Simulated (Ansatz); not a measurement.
Relaxation of AlH$_{7}$O$_{2}$Si$_{2}$ (12 atoms, charge 0, multiplicity 1), to a largest force component of 0.02 eV/Å in at most 40 steps.

Method: RKS B3LYP/6-31G (Ansatz).

```xyz
12
Properties=species:S:1:pos:R:3:forces:R:3
Al 0.000 0.000 0.000 0.11 0.99 -1.33
H 0.000 0.000 1.560 -0.01 -0.02 0.37
O 1.542 0.000 -0.890 -1.89 0.60 1.11
Si 2.387 -1.376 -1.352 0.88 0.02 -0.53
H 1.460 -2.351 -1.918 -0.52 -0.73 -0.33
H 3.388 -1.020 -2.353 0.52 0.09 -0.51
H 3.050 -1.955 -0.187 0.40 -0.48 0.65
O -1.542 0.000 -0.890 2.06 0.50 0.82
Si -2.691 -1.224 -0.827 -0.91 0.03 -0.43
H -2.288 -2.220 0.162 0.19 -0.74 0.63
H -3.983 -0.659 -0.450 -0.73 0.19 0.22
H -2.801 -1.857 -2.138 -0.10 -0.45 -0.66
```

Task: Where does it end, and by what steps?

Result: The forces met the threshold. The force dipped under the threshold on the way, but the program's further checks kept it going. Limits of this set-up: no polarisation functions. After 10 steps the energy has fallen by 1.001 eV; H10 moved furthest, 1.13 Å.

| step | energy less start (eV) | largest force component (eV/Å) | accepted |
| --- | --- | --- | --- |
| 0 | 0.0000 | 2.062 | yes |
| 1 | -0.3595 | 1.073 | yes |
| 2 | -0.5330 | 0.577 | yes |
| 3 | -0.6765 | 0.439 | yes |
| 4 | -0.8044 | 0.239 | yes |
| 5 | -0.9038 | 0.205 | yes |
| 6 | -0.9709 | 0.175 | yes |
| 7 | -0.9982 | 0.108 | yes |
| 8 | -1.0007 | 0.057 | yes |
| 9 | -1.0011 | 0.007 | yes |
| 10 | -1.0012 | 0.018 | yes |

```xyz
12
Properties=species:S:1:pos:R:3
Al 0.011 -0.097 0.140
H 0.171 1.050 1.218
O 1.403 -0.746 -0.601
Si 2.714 -1.461 -1.406
H 2.249 -2.601 -2.272
H 3.401 -0.446 -2.278
H 3.704 -1.992 -0.406
O -1.549 -0.657 -0.260
Si -3.049 -1.284 -0.744
H -3.368 -2.525 0.043
H -4.134 -0.271 -0.508
H -3.029 -1.633 -2.208
```

Whether the end is a true minimum wasn't checked by a vibrational analysis.

Time of the run: 38 s on 1 thread of Intel(R) Xeon(R) 6975P-C (Granite Rapids), with other jobs on the host, peak memory 0.18 GiB.
